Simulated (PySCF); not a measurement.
# Bond lengths and vibrations by method: BFH3O2 anion

Calculated results; nothing here was measured. They come from PySCF 2.14.0, an open-source quantum chemistry program, on an isolated molecule that a program drew, which may never have been made. The molecule is BFH3O2 anion (charge -1, singlet), drawn as the SMILES string `O[BH-](O)F`.

The geometry was optimised and harmonic frequencies were computed with HF and MP2, all in the aug-cc-pVDZ basis, for the commonest isotopes, with a restricted reference for singlets and an unrestricted one otherwise, and a frozen core in MP2. Each result is a local minimum of its method.

Geometry at the HF minimum:
```xyz
7
BFH3O2 anion, angstrom
O    -1.1734    0.3416    2.6636
B    -0.2217   -0.1512    1.6861
O    -0.4679   -1.5857    1.4440
F    -0.4142    0.5228    0.3907
H    -2.0134   -0.0343    2.4598
H     0.9386    0.0990    2.0598
H    -0.0802   -1.8151    0.6182
```

Lengths of the bonds as drawn, in Å (atoms numbered as above):
| bond | HF | MP2 |
|---|---|---|
| O1-B2 | 1.450 | 1.474 |
| B2-O3 | 1.475 | 1.503 |
| B2-F4 | 1.473 | 1.503 |
| O1-H5 | 0.943 | 0.967 |
| B2-H6 | 1.244 | 1.240 |
| O3-H7 | 0.941 | 0.965 |

Rotational constants, in GHz:
```
constant,HF,MP2
A,9.18,8.972
B,8.563,8.215
C,4.958,4.795
```

Harmonic frequencies in cm^-1, each column in rising order, so a row needn't be the same motion in every method:
```
rank    HF   MP2
   1   203   181
   2   244   252
   3   426   384
   4   459   431
   5   568   518
   6   829   770
   7   901   838
   8   987   914
   9  1059   996
  10  1157  1074
  11  1225  1140
  12  1279  1190
  13  2311     ?
  14  4169  3825
  15  4203  3859
```

**Estimate the missing MP2 frequency from the HF column.**

A single factor s that minimises the squared misfit of MP2 against s times HF over the other rows is sum(HF x MP2) / sum(HF^2) = 0.9203, with an rms misfit of 13 cm^-1. For rank 13 it gives 0.9203 x 2311 = 2127 cm^-1. The calculation gives 2355 cm^-1, 228 cm^-1 above the estimate. The drawn bonds are on average 1.7 % longer in MP2 than in HF.
